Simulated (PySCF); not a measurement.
An unknown is described by computed data only.

Formula: C5H7NO3Si.

| Quantity | Value |
| --- | --- |
| NMR, other nuclei | isotropic shieldings of nuclei other than C and H, by class: -58 (1 N), -310 (1 O), -77 (1 O), 121 (1 O), 421 (1 Si) ppm [GIAO PBE0/pcSseg-1] |
| Rotational structure | rotational constants A, B, C: 1.513, 0.951, 0.921 GHz [GFN2-xTB] |
| 13C NMR | chemical shifts (computed TMS as zero) by class: 192.1 (1 C), 184.2 (1 C), 118.2 (1 C), 77.9 (1 C), 22.4 (1 C) ppm [GIAO PBE0/pcSseg-1] |
| 1H NMR | chemical shifts (computed TMS as zero) by class: 9.57 (1 H), 4.63 (3 H), 2.45 (3 H) ppm [GIAO PBE0/pcSseg-1] |
| Dipole | 3.25 D [PBE0/pcSseg-1] |

The electronic properties come from PySCF, for the isolated species, density fitting. Levels stand in brackets. The structure is a single GFN2-xTB conformer in the gas phase; no vibrational or solvent corrections. GFN2-xTB frequencies show an imaginary mode (57i cm⁻¹), so this geometry is no minimum at that level. NMR classes are plain means over equivalent atoms (diastereotopic ones count apart unless rotation or inversion swaps them), as if these changed places fast.

Task: What is the compound? Reason from the data.

Result: Numbering: `[CH3:1][C:2](=[O:3])[O:4][C@@:5]([SiH3:6])([C:7]#[N:8])[CH:9]=[O:10]`. Its formula, C5H7NO3Si, gives 4 degrees of unsaturation: 0 rings and 4 π bonds in the structure found. 5 carbons fall into 5 classes; from least to most shielded: aldehyde carbon [C9] (192.1 ppm), ester carbonyl carbon [C2] (184.2 ppm), nitrile carbon [C7] (118.2 ppm), sp3 carbon bound to oxygen [C5] (77.9 ppm), methyl carbon next to a carbonyl [C1] (22.4 ppm). Hydrogen classes from least to most shielded: 1 H on an aldehyde carbon, C9 (9.57 ppm), 3 H on an SiH3 silicon, Si6 (4.63 ppm, a mean of values up to 0.6 ppm apart in this geometry), 3 H on a methyl carbon next to a carbonyl, C1 (2.45 ppm). The other shieldings belong to: -58 ppm, nitrile nitrogen [N8]; -310 ppm, aldehyde oxygen [O10]; -77 ppm, ester carbonyl oxygen [O3]; 121 ppm, ester single-bonded oxygen [O4]; 421 ppm, SiH3 silicon [Si6]. The optimised geometry has point group C1 and is an asymmetric top. Structure: `CC(=O)O[C@@]([SiH3])(C#N)C=O`. Computed isomers that give other values at the same levels: `CC(=O)c1nocc1O[SiH3]` (13C chemical shifts (computed TMS as zero) by class: 196.0 (1 C), 156.6 (1 C), 149.5 (1 C), 148.7 (1 C), 31.1 (1 C) ppm); `C=C[C@H](O[SiH2]C#N)C(=O)O` (13C chemical shifts (computed TMS as zero) by class: 182.3 (1 C), 139.6 (1 C), 127.8 (1 C), 125.0 (1 C), 75.9 (1 C) ppm); `O=CO[Si@@H](O)n1cccc1` (13C chemical shifts (computed TMS as zero) by class: 167.1 (1 C), 124.3 (2 C), 118.1 (2 C) ppm). The assignments are read from this structure; whether some other isomer fits the data as well wasn't checked. The mirror image fits equally.

Shape of the structure used: `[CH3:1][C:2](=[O:3])[O:4][C@@:5]([SiH3:6])([C:7]#[N:8])[CH:9]=[O:10]`: C1–C2–O4–C5 172°, C2–O4–C5–Si6 25°, O4–C5–C9–O10 19°.
